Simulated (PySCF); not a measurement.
Complete the spectrum of C4H11NSi

Species: C₄H₁₁NSi.
Cartesian coordinates in Å at the GFN2-xTB level; atoms count from 1:
```
atom  x, y, z in Å
C1     2.377   -0.251    0.222
C2     1.097    0.394    0.728
C3     0.098   -0.613    1.319
Si4   -0.993   -0.330   -0.224
C5    -2.747    0.362   -0.073
N6     0.231    0.874   -0.344
H7     2.131   -1.066   -0.456
H8     2.959   -0.643    1.053
H9     2.986    0.476   -0.313
H10    1.352    1.214    1.412
H11   -0.316   -0.284    2.267
H12    0.520   -1.603    1.454
H13   -0.984   -1.461   -1.171
H14   -3.076    0.767   -1.024
H15   -3.445   -0.419    0.207
H16   -2.811    1.153    0.666
H17    0.614    1.443   -1.082
```

Computed, not measured: TDDFT B3LYP/def2-SVPD, vertical, gas phase, core orbitals frozen in the response in PySCF.

Lowest singlets, with some entries withheld (?).

| state | E (eV) | f | main configurations (H = HOMO, L = LUMO) |
| --- | --- | --- | --- |
| S1 | 5.56 | 0.0098 | H→L (99%) |
| S2 | 5.94 | 0.027 | H→L+1 (85%), H→L+2 (13%) |
| S3 | ? | ? | ? |
| S4 | 6.63 | 0.0092 | H→L+3 (98%) |
| S5 | ? | ? | ? |
| S6 | 7.07 | 0.052 | H-1→L (70%), H→L+4 (18%) |
| S7 | 7.23 | 0.025 | H→L+5 (46%), H→L+6 (34%), H→L+4 (17%) |
| S8 | 7.33 | 0.023 | H-1→L+1 (89%) |

(1) Supply the missing values.

(2) How far apart are S2 and S6, in eV and cm⁻¹?

(3) Where do the lowest triplets lie (Tamm–Dancoff)?

(4) What is the mean static polarisability from the same response equations?

Results:

(1) 
- S3: E = 6.19 eV; f = 0.010; H→L+2 (84%), H→L+1 (14%)
- S5: E = 7.04 eV; f = 0.019; H→L+4 (63%), H-1→L (19%), H→L+6 (8%)

(2) 7.070 − 5.942 = 1.128 eV, or about 9100 cm⁻¹.

(3) T1 5.30 eV, H→L (96%); T2 5.86 eV, H→L+1 (83%), H→L+2 (12%); T3 6.02 eV, H→L+2 (84%), H→L+1 (12%). E(S1) − E(T1) = +0.26 eV.

(4) 81.6 au (12.08 Å³), with principal values 73.3, 73.8 and 97.6 au.

One conformer stands for the species.

Without π bonds the low states are Rydberg-like; a valence basis with one diffuse set may place them up to an eV too high.
